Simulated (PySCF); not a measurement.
Compound: SiMe2(nBu)2, C10H24Si.
SMILES: `CCCC[Si](C)(C)CCCC`

The closed-shell ground state was solved at several levels (PySCF, density fitting, gas phase, non-relativistic). The structure is a single PBE0-D3(BJ)/def2-SVP conformer in the gas phase; no vibrational or solvent corrections.

| level | basis functions | total energy (Eh) | HOMO (eV) | LUMO (eV) | gap (eV) | dipole (D) |
| --- | --- | --- | --- | --- | --- | --- |
| wB97X-D/pcSseg-1 | 314 | -684.8684 | -9.53 | 2.85 | 12.38 | 0.02 |
| PBE0/def2-SVPD | 416 | -684.0942 | -7.64 | 0.49 | 8.13 | 0.00 |

Q: What might PBE0/pcSseg-1 (314 basis functions) give for the same quantities?

A: Total energy -684.3785 Eh, HOMO -7.69 eV, LUMO 1.08 eV, gap 8.77 eV, dipole 0.02 D.

Q: Over all these levels, which gives the widest orbital gap and which the narrowest?

A: wB97X-D/pcSseg-1 (range-separated hybrid) has the widest, 12.38 eV, and PBE0/def2-SVPD (global hybrid, 25 % exact exchange) the narrowest, 8.13 eV. Functional and basis both differ between the two, so the spread mixes both effects.

Q: How far do the dipole and the HOMO energy spread over the levels?

A: The dipole runs from 0.00 to 0.02 D (mean 0.01 D) and the HOMO from -9.53 to -7.64 eV.

The pairwise dispersion term of wB97X-D wasn't added to the energies; at a given geometry it leaves orbitals and properties as they are.
